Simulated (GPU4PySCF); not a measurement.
GPU4PySCF input for perylene diimide (C24H10N2O4), SMILES O=C1NC(=O)c2ccc3c4ccc5c6c(ccc(c7ccc1c2c73)c64)C(=O)NC5=O, TDA-B3LYP/def2-SVPD. Geometry optimised at ωB97M-D3(BJ)/def2-SVP.

```python
import numpy as np
import cupy as cp
from pyscf import gto, lo
from gpu4pyscf import dft

mol = gto.M(
    atom='''
    O     0.00000000    2.26563008    5.71255774
    C    -0.00000000    1.25023085    5.05586463
    N    -0.00000000   -0.00000000    5.66297600
    C    -0.00000000   -1.25023084    5.05586464
    O     0.00000000   -2.26563008    5.71255773
    C    -0.00000000   -1.23058258    3.56623730
    C     0.00000000   -2.42123174    2.87802802
    C    -0.00000000   -2.42726819    1.47318462
    C    -0.00000000   -1.25086800    0.74021285
    C    -0.00000000   -1.25086800   -0.74021285
    C     0.00000000   -2.42726820   -1.47318462
    C    -0.00000000   -2.42123174   -2.87802802
    C     0.00000000   -1.23058257   -3.56623729
    C    -0.00000000   -0.00000000   -2.85800647
    C     0.00000000    1.23058258   -3.56623730
    C    -0.00000000    2.42123174   -2.87802802
    C     0.00000000    2.42726819   -1.47318462
    C     0.00000000    1.25086800   -0.74021285
    C     0.00000000    1.25086800    0.74021285
    C    -0.00000000    2.42726820    1.47318462
    C     0.00000000    2.42123174    2.87802802
    C    -0.00000000    1.23058257    3.56623729
    C     0.00000000    0.00000000    2.85800647
    C    -0.00000000   -0.00000000    1.43684964
    C     0.00000000    0.00000000   -1.43684964
    C     0.00000000    1.25023084   -5.05586464
    O    -0.00000000    2.26563008   -5.71255773
    N     0.00000000    0.00000000   -5.66297600
    C     0.00000000   -1.25023085   -5.05586463
    O    -0.00000000   -2.26563008   -5.71255774
    H    -0.00000001    0.00000000    6.67909317
    H     0.00000000   -3.35186760    3.44528319
    H     0.00000000   -3.38995299    0.96760979
    H    -0.00000000   -3.38995299   -0.96760979
    H     0.00000001   -3.35186760   -3.44528319
    H    -0.00000000    3.35186760   -3.44528319
    H    -0.00000000    3.38995299   -0.96760979
    H     0.00000000    3.38995299    0.96760979
    H    -0.00000001    3.35186760    3.44528319
    H     0.00000001   -0.00000000   -6.67909317
    ''',
    basis='def2-SVPD',
    charge=0,
    spin=0,
    max_memory=12000,
    verbose=3,
)
mf = dft.RKS(mol, xc='b3lyp').density_fit(auxbasis='def2-universal-jkfit')
mf.grids.atom_grid = (75, 302)
mf.conv_tol = 1e-9
mf.max_cycle = 100
mf.kernel()
td = mf.TDA()
td.singlet = True
td.nstates = 8
td.conv_tol = 1e-4
td.positive_eig_threshold = 1e-6
td.max_memory = 500
td.kernel(x0=td.init_guess(mf, 13))
tt = mf.TDA()
tt.singlet = False
tt.nstates = 4
tt.conv_tol = 1e-4
tt.positive_eig_threshold = 1e-6
tt.max_memory = 500
tt.kernel(x0=tt.init_guess(mf, 9))
nocc = mol.nelectron // 2
for name, t in (('singlet', td), ('triplet (TDA)', tt)):
    for e, f, (x, y) in zip(cp.asnumpy(t.e), t.oscillator_strength(), t.xy):
        w = 2 * cp.asnumpy(x)**2
        i, a = np.unravel_index(w.argmax(), w.shape)
        print(f'{name} {e * 27.211386245988:8.4f} eV  f = {f:.4f}  leading pair {i + 1} -> {nocc + a + 1} ({w[i, a]:.2f})')
```

Log of the run:

```
converged SCF energy = -1330.23859301712
Overwritten attributes  positive_eig_threshold  of <class 'gpu4pyscf.tdscf.rks.TDA'>
Excitation energies (eV)
[2.68333548 3.32949345 3.329998   3.44270851 3.59012462 3.61791241
 3.69708126 3.75041255]
Excitation energies (eV)
[1.54635878 2.85979888 2.95355413 3.04016788]
singlet   2.6833 eV  f = 0.9284  leading pair 100 -> 101 (0.94)
singlet   3.3295 eV  f = 0.0002  leading pair 98 -> 101 (0.95)
singlet   3.3300 eV  f = 0.0000  leading pair 97 -> 101 (0.95)
singlet   3.4427 eV  f = 0.0000  leading pair 99 -> 101 (0.77)
singlet   3.5901 eV  f = 0.0000  leading pair 100 -> 102 (0.62)
singlet   3.6179 eV  f = 0.0000  leading pair 100 -> 103 (0.48)
singlet   3.6971 eV  f = 0.0511  leading pair 96 -> 101 (0.84)
singlet   3.7504 eV  f = 0.0000  leading pair 100 -> 103 (0.40)
triplet (TDA)   1.5464 eV  f = 0.0000  leading pair 100 -> 101 (0.97)
triplet (TDA)   2.8598 eV  f = 0.0000  leading pair 95 -> 101 (0.49)
triplet (TDA)   2.9536 eV  f = 0.0000  leading pair 100 -> 103 (0.43)
triplet (TDA)   3.0402 eV  f = 0.0000  leading pair 99 -> 101 (0.87)
```

The run converged.
